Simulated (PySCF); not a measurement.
Si(F)(Me)2(SeH) (C2H7FSeSi), SMILES F[Si](C)([SeH])C. Atoms are numbered in the order given.

```xyz
12

C      1.8202    -0.2140    -1.4103
Si     0.4423    -0.6784    -0.2303
C     -0.6775    -2.0110    -0.9209
F      1.1199    -1.2422     1.1616
Se    -0.7503     1.1707     0.4665
H      1.4060     0.2242    -2.3414
H      2.4948     0.5342    -0.9498
H      2.4159    -1.1091    -1.6860
H     -1.4457    -2.3011    -0.1774
H     -1.1995    -1.6497    -1.8305
H     -0.0894    -2.9113    -1.1955
H     -1.1998     1.4367    -0.9252
```
Charge 0, spin multiplicity 1.

Geometry optimised at PBE-D3(BJ)/def2-SVP. The values are those of a single conformer.

Level of theory: PBE-D3(BJ)/def2-SVP run with PySCF.

Frequencies are harmonic and unscaled.

### Question
List the normal modes with their intensities. (An estimate is asked for; the answer gives what the named calculation found.)

### Answer

```csv
mode,ν (cm⁻¹),IR (km/mol),moving atoms (share of kinetic energy)
1,62,6.5,H 91 %
2,142,0.1,"H 87 %, C 10 %"
3,147,0.6,"H 58 %, F 16 %, C 16 %"
4,155,1.5,"H 44 %, C 31 %, Se 11 %"
5,167,0.5,"H 59 %, F 23 %, C 13 %"
6,202,3.1,"F 28 %, Se 27 %, C 23 %, H 19 %"
7,208,0.4,"H 34 %, C 31 %, F 17 %, Si 15 %"
8,259,11.1,"F 38 %, C 23 %, Si 20 %, H 19 %"
9,383,36.9,"Si 49 %, Se 18 %, H 15 %, C 13 %"
10,605,6.7,"H 78 %, C 18 %"
11,656,36.2,"H 37 %, C 35 %, Si 18 %, F 9 %"
12,668,0.5,"H 63 %, C 30 %"
13,711,0.6,"H 79 %, C 21 %"
14,764,16.2,"H 55 %, F 22 %, C 19 %"
15,779,105.3,"Si 40 %, H 32 %, C 27 %"
16,821,163.7,"H 63 %, C 22 %, Si 13 %"
17,894,122.6,"Si 45 %, F 31 %, H 17 %"
18,1216,39.9,"H 76 %, C 23 %"
19,1220,20.1,"H 78 %, C 21 %"
20,1369,1.9,H 96 %
21,1371,0.4,H 95 %
22,1378,5.4,H 96 %
23,1385,8.3,H 96 %
24,2352,13.6,H 99 %
25,2974,0.2,H 97 %
26,2976,2.3,H 97 %
27,3071,0.1,"H 91 %, C 9 %"
28,3073,5.9,"H 91 %, C 9 %"
29,3090,1.3,"H 91 %, C 9 %"
30,3090,0.4,"H 91 %, C 9 %"
```
